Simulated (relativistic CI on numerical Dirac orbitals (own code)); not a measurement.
Computed by Dirac-Coulomb-Breit CI, separate exchange-only KLI orbitals for each configuration, model QED, unscaled Slater integrals (own radial code, finite nucleus).

Configuration list (outside the closed core [Kr]): 4d¹⁰5s, 4d¹⁰5p, 4d¹⁰5d, 4d¹⁰5f, 4d¹⁰4f, 4d¹⁰5g, 4d¹⁰6s, 4d¹⁰6p, 4d⁹5s², 4d⁹5s4f, 4d¹⁰6d, 4d¹⁰7s, 4d⁹5s5p, 4d¹⁰7p, 4d¹⁰6f, 4d¹⁰7d, 4d¹⁰8s, 4d¹⁰9s, 4d⁹5s5d, 4d⁹5s6s, 4d⁹5s6p, 4d⁹5s6d. Double excitations out of closed p, d and f shells are left out; levels of such configurations are missing from the list, as are those of other unlisted configurations, and high levels can miss mixing partners.

At this charge configurations can still be misplaced by up to about 7 % of their energy. Levels and lines within the n = 5 or 6 shells can be off by up to 10 % or somewhat more, and those that change n by about 2 %, since core polarisation is missing. 4 of the 4 excited levels that our extract of the measured tables holds in this range could be paired (the sources list more); they are missed by 5983 cm⁻¹ on average and 6589 at most, and levels without a partner can miss by more.

Outline of the computed level scheme of I VII. Lowest level of each configuration: 4d¹⁰5s ²S1/2 at 0.0000 eV; 4d¹⁰5p ²P°1/2 at 12.3678 eV; 4d¹⁰5d ²D3/2 at 33.1713 eV; 4d¹⁰4f ²F°5/2 at 33.5077 eV; 4d¹⁰6s ²S1/2 at 40.4742 eV; 4d⁹5s² ²D5/2 at 45.5289 eV; 4d¹⁰6p ²P°1/2 at 45.5402 eV; 4d¹⁰5f ²F°5/2 at 53.1315 eV; 4d¹⁰6d ²D3/2 at 54.3923 eV.

Some strong electric-dipole decays among the lowest 16 levels: 4d¹⁰5f ²F°7/2 → 4d¹⁰5d ²D5/2 (1.3e+10 s⁻¹); 4d¹⁰5f ²F°5/2 → 4d¹⁰5d ²D3/2 (1.2e+10 s⁻¹); 4d¹⁰5d ²D5/2 → 4d¹⁰5p ²P°3/2 (1.2e+10 s⁻¹); 4d¹⁰5d ²D3/2 → 4d¹⁰5p ²P°1/2 (1.2e+10 s⁻¹); 4d¹⁰6s ²S1/2 → 4d¹⁰5p ²P°3/2 (1.0e+10 s⁻¹); 4d¹⁰6s ²S1/2 → 4d¹⁰5p ²P°1/2 (5.0e+09 s⁻¹); 4d¹⁰6p ²P°1/2 → 4d¹⁰5d ²D3/2 (3.2e+09 s⁻¹); 4d¹⁰6p ²P°3/2 → 4d¹⁰5d ²D5/2 (2.9e+09 s⁻¹).

LS names give the leading component of a level, which can be under half, so a name can repeat, a term be missing and a line seem to break the LS rules.
